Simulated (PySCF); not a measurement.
This PySCF input asks for the NMR shieldings of `Cc1c[n+](C)c(C)n1C`, [C7H13N2]+; the geometry comes from GFN2-xTB.

```python
import basis_set_exchange as bse
import numpy as np
from pyscf import gto, dft
from pyscf.prop import nmr

atoms = """
C     2.656740   -0.875086    0.173647
C     1.194500   -0.676035    0.074146
C     0.185596   -1.589721    0.007218
N    -0.997318   -0.909047   -0.069924
C    -2.300507   -1.515105   -0.157184
C    -0.734058    0.400006   -0.046305
C    -1.727806    1.491162   -0.101381
N     0.594958    0.560680    0.031616
C     1.277315    1.827623    0.085007
H     2.873975   -1.935342    0.256041
H     3.060663   -0.368656    1.048704
H     3.164340   -0.490100   -0.710281
H     0.230106   -2.658814    0.009610
H    -2.183702   -2.588589   -0.283499
H    -2.851023   -1.117140   -1.009413
H    -2.872375   -1.330564    0.753679
H    -2.706950    1.136060    0.207693
H    -1.432910    2.310201    0.551329
H    -1.814659    1.883834   -1.116176
H     0.798737    2.540857   -0.583527
H     1.262584    2.226265    1.101152
H     2.311382    1.696896   -0.223002
"""
names = dict.fromkeys(["C", "N", "H"], "pcSseg-1")
basis = {el: gto.basis.parse(bse.get_basis(n, elements=[el], fmt="nwchem")) for el, n in names.items()}
mol = gto.M(atom=atoms, basis=basis, charge=1, verbose=0)
mf = dft.RKS(mol, xc="PBE0")
mf.grids.level = 2
mf.grids.alignment = dft.numint.BLKSIZE   # the property module wants whole blocks of grid points
mf.conv_tol = 1e-9
mf.kernel()

calc = nmr.RKS(mf)   # GIAO
C = mf.mo_coeff
Co = C[:, mf.mo_occ > 0]
resp = mf.gen_response(singlet=True, hermi=2)
def vind(x):   # induced exchange potential for any number of trial vectors
    d = np.einsum("pi,xij,qj->xpq", C, 2 * x.reshape(-1, C.shape[1], Co.shape[1]), Co, optimize=True)
    return np.einsum("xpq,pi,qj->xij", resp(d - d.transpose(0, 2, 1)), C, Co, optimize=True).ravel()
mo1, _ = nmr.rhf.solve_mo1(calc, with_cphf=vind)
sigma = calc.kernel(mo1)
for i, s in enumerate(sigma):   # ppm
    w = np.linalg.eigvalsh((s + s.T) / 2)
    print("%2d %-2s iso %8.1f  s11 %8.1f  s22 %8.1f  s33 %8.1f" % (i, mol.atom_pure_symbol(i), w.mean(), *w))
```

Q: What does it print?

A: 
```
 0 C  iso    175.4  s11    162.7  s22    175.9  s33    187.4
 1 C  iso     47.3  s11    -26.9  s22     41.6  s33    127.4
 2 C  iso     60.3  s11     -8.6  s22     70.3  s33    119.2
 3 N  iso     69.5  s11    -42.9  s22     71.1  s33    180.1
 4 C  iso    151.2  s11    131.8  s22    134.6  s33    187.1
 5 C  iso     37.8  s11     -0.8  s22      4.4  s33    109.9
 6 C  iso    175.6  s11    160.9  s22    177.9  s33    187.9
 7 N  iso     64.4  s11    -48.4  s22     71.5  s33    170.0
 8 C  iso    154.7  s11    134.1  s22    145.4  s33    184.7
 9 H  iso     28.9  s11     23.3  s22     27.6  s33     35.7
10 H  iso     29.3  s11     24.2  s22     27.6  s33     36.1
11 H  iso     29.2  s11     24.4  s22     27.1  s33     36.2
12 H  iso     24.8  s11     20.7  s22     26.3  s33     27.3
13 H  iso     27.7  s11     22.2  s22     26.9  s33     33.8
14 H  iso     27.8  s11     22.7  s22     26.4  s33     34.2
15 H  iso     27.7  s11     23.2  s22     25.5  s33     34.5
16 H  iso     28.8  s11     22.9  s22     28.8  s33     34.9
17 H  iso     29.0  s11     23.2  s22     28.4  s33     35.3
18 H  iso     29.1  s11     24.7  s22     25.8  s33     36.7
19 H  iso     28.0  s11     22.4  s22     27.7  s33     33.8
20 H  iso     28.1  s11     23.9  s22     25.0  s33     35.3
21 H  iso     27.6  s11     21.7  s22     28.4  s33     32.9
```

These numbers come from an equivalent density-fitted implementation of the same equations, which agrees with the script to about 0.01 ppm for H and up to a few tenths of a ppm for heavy atoms, so last digits may differ.

Q: Turn these shieldings into chemical shifts. References, each an isolated molecule treated in the same way: 13C (σ = 186.93 ppm) and 1H (σ = 31.72 ppm) against TMS; NH3 for 15N (σ = 267.73 ppm).

A: Averaging equivalent atoms: C 5: 149.1; C 1: 139.6; C 2: 126.6; C 4: 35.8; C 8: 32.2; C 0: 11.6; C 6: 11.4; N 7: 203.3; N 3: 198.3; H 12: 6.94; H 13/14/15: 3.98; H 19/20/21: 3.84; H 16/17/18: 2.76; H 9/10/11: 2.59 ppm. Experimental scales use liquid or dissolved standards, which lie at an offset from isolated NH3 (liquid NH3: subtract about 20 ppm). Unscaled 15N shifts of sp2 nitrogen come out 20 to 40 ppm too high even then.

Size and cost of the density-fitted run: 218 basis functions, 42 s wall time on 1 thread of an Arm Neoverse V1, shared host.
